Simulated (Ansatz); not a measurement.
A CCSD(T) single point on C$_{2}$H$_{11}$GaSi$_{2}$ (`C[SiH2][CH2][GaH][SiH3]`).

```yaml
crystal:
  periodic: [false, false, false]
  atoms:
    - {symbol: C, position_ang: [0.244684, 1.790274, 0.836384]}
    - {symbol: Si, position_ang: [1.702485, 0.653047, 0.536985]}
    - {symbol: C, position_ang: [1.157033, -1.131905, 0.416051]}
    - {symbol: Ga, position_ang: [-0.071486, -1.444704, -1.089612]}
    - {symbol: Si, position_ang: [-2.389484, -0.784771, -0.910091]}
    - {symbol: H, position_ang: [-0.457700, 1.777303, -0.001564]}
    - {symbol: H, position_ang: [-0.302285, 1.493717, 1.735071]}
    - {symbol: H, position_ang: [0.579686, 2.821273, 0.971668]}
    - {symbol: H, position_ang: [2.694340, 0.827042, 1.637301]}
    - {symbol: H, position_ang: [2.380720, 1.051928, -0.731804]}
    - {symbol: H, position_ang: [2.038523, -1.770729, 0.312331]}
    - {symbol: H, position_ang: [0.648305, -1.385753, 1.352285]}
    - {symbol: H, position_ang: [0.493973, -2.061344, -2.424306]}
    - {symbol: H, position_ang: [-3.319863, -1.760800, -1.544006]}
    - {symbol: H, position_ang: [-2.582329, 0.524110, -1.602412]}
    - {symbol: H, position_ang: [-2.816642, -0.598678, 0.505719]}
basis:
  gaussian: {orbitals: def2-TZVPP}
correlation: {method: ccsd_t}
output: {orbitals: {seedname: orbitals}}
```

```sh
$ ansatz run in.yaml --threads 2 --pin off --events-out ev --progress --plain --max-ram 32768MiB --backend cuda --devices 0, --max-vram 18GiB
```

The program prints (abridged):

```
Functional definition: HF
1997 factors; integrals over basis functions are off by at most 1.1e-3 eV
mean field evaluation 1: about -70290.8552 eV, gradient 3.8e1 eV
mean field evaluation 2: about -70291.0525 eV, gradient 3.8e1 eV
mean field evaluation 4: about -70295.3438 eV, gradient 4.6e0 eV
mean field evaluation 8: about -70295.4237 eV, gradient 3.5e-1 eV
mean field -70295.42460986 eV, -2583.3092064623 hartree, gradient 3.4e-6 eV, S^2 0.000000; 0 other end points of the search recorded, 0 dependent functions left out
21 core orbitals not correlated: weight in the atoms' cores, before any rotation towards them, 1.000 or more for the frozen orbitals, at most 0.000 for the correlated occupied ones
reference -70295.42460986 eV, -2583.3092064623 hartree; 20, 20 occupied and 307, 307 virtual orbitals, 1997 factors
second order -23.02797429 eV of doubles, -0.00000000 eV of singles
cycle   1  -23.97509153 eV  change   -9.5e-1 eV  update   1.2e-1
cycle   2  -24.75735632 eV  change   -7.8e-1 eV  update   3.7e-2
cycle   3  -24.87919837 eV  change   -1.2e-1 eV  update   1.7e-2
cycle   4  -24.87311947 eV  change    6.1e-3 eV  update   4.2e-3
cycle   5  -24.87082133 eV  change    2.3e-3 eV  update   1.6e-3
cycle   6  -24.87038620 eV  change    4.4e-4 eV  update   4.7e-4
cycle   7  -24.87028724 eV  change    9.9e-5 eV  update   1.6e-4
cycle   8  -24.87031518 eV  change   -2.8e-5 eV  update   6.6e-5
cycle   9  -24.87032823 eV  change   -1.3e-5 eV  update   2.8e-5
perturbative correction -0.96093682 eV, -0.0353137767 hartree
Total energy: -70321.25587491 eV, -2584.2584879438 hartree
```

It took 21 s on 2 threads of an AMD EPYC 7R13 on a shared host and a share of an NVIDIA H100 80 GB, with 0.85 GiB of host memory at the peak.

Correlation energy per correlated electron: -0.646 eV. T1 diagnostic: 0.0122.
